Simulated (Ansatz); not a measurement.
`N=[CH][GeH2][SH]` + `O[SiH2]C1=NC1` → `[SH][GeH2][C]1=NC1` + `N=C[SiH2]O`  (redistribution)

Gas-phase electronic energies from Ansatz, PBE0-D4/def2-TZVP geometries. CCSD(T)/CBS is the MP2 limit (def2-TZVPP, def2-QZVPP) plus CCSD(T) − MP2 in def2-TZVPP, frozen cores. DFT in def2-TZVPP. B3LYP here is the variant with VWN-RPA as its local correlation; programs differ in this. For Ge outer-core shells are correlated without core-valence functions, which leaves a few kJ/mol of doubt a bond. Scalar relativity is left out up to krypton. Each species was taken in one conformer, which may not be the lowest.

```
             level  ΔE (kJ/mol)  difference from CCSD(T)/CBS
            PBE-D4         -0.7                          0.9
         r2SCAN-D4         -0.6                          1.0
           PBE0-D4         -1.3                          0.3
          B3LYP-D4          0.8                          2.4
           ωB97X-V         -1.6                          0.0
           ωB97M-V         -2.0                         -0.4
            B2PLYP          0.8                          2.4
               PBE          0.8                          2.4
            r2SCAN         -0.3                          1.3
              PBE0         -0.1                          1.5
             B3LYP          3.5                          5.1
     HF/def2-TZVPP          5.5                          7.1
    MP2/def2-TZVPP         -3.1                         -1.5
SCS-MP2/def2-TZVPP         -1.0                          0.6
   CCSD/def2-TZVPP         -0.7                          0.9
CCSD(T)/def2-TZVPP         -2.1                         -0.5
     HF/def2-QZVPP          6.1                          7.7
    MP2/def2-QZVPP         -2.6                         -1.0
SCS-MP2/def2-QZVPP         -0.5                          1.1
      HF/CBS(def2)          6.1                          7.7
     MP2/CBS(def2)         -2.6                         -1.0
    CCSD/CBS(def2)         -0.3                          1.3
       CCSD(T)/CBS         -1.6                            0
```

Largest T1 diagnostic among the species: 0.012.

In def2-TZVPP, CCSD(T) changes the Hartree–Fock value by −7.6 kJ/mol (the triples alone add −1.4 kJ/mol) and MP2 by −8.6 kJ/mol.
